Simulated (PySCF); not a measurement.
CH5FO2Si2. Atoms are numbered in the order given.

```xyz
11

O      1.3053     1.0704     1.2120
C      1.7864     0.9685     0.1150
O      1.2056     0.3606    -0.9268
Si    -0.2942    -0.4676    -0.8335
F      0.0749    -2.0236    -0.5347
Si    -1.6707     0.3535     0.8760
H      2.7773     1.3795    -0.1696
H     -0.8037    -0.3840    -2.2221
H     -3.0701    -0.0829     0.5805
H     -1.6259     1.8416     0.8687
H     -1.2495    -0.2046     2.1862
```
Charge 0, spin multiplicity 1.

Coordinates come from a B3LYP-D3(BJ)/def2-SVP optimisation. The structure was generated by enumeration; whether it is a known compound was not checked. The values are those of a single conformer.

All values below come from PBE0/pcSseg-1 run with PySCF.

GIAO shieldings, no solvent; atoms alike by connectivity are averaged. δ = σ(ref) − σ: ¹⁷O against H2O (σ = 334.2 ppm); ¹³C against TMS (σ = 186.3 ppm); ²⁹Si against TMS (σ = 352.7 ppm); ¹⁹F against CFCl3 (σ = 167.2 ppm); ¹H against TMS (σ = 31.56 ppm), references at their B3LYP-D3(BJ)/def2-TZVP geometries, non-relativistic.

```csv
nucleus,atoms,count,δ (ppm)
¹⁷O,O1,1,462.2
¹⁷O,O3,1,247.4
¹³C,C2,1,168.5
²⁹Si,Si4,1,10.5
²⁹Si,Si6,1,-103.2
¹⁹F,F5,1,-172.3
¹H,H7,1,8.28
¹H,H8,1,5.58
¹H,"H9, H10, H11",3,3.89
```
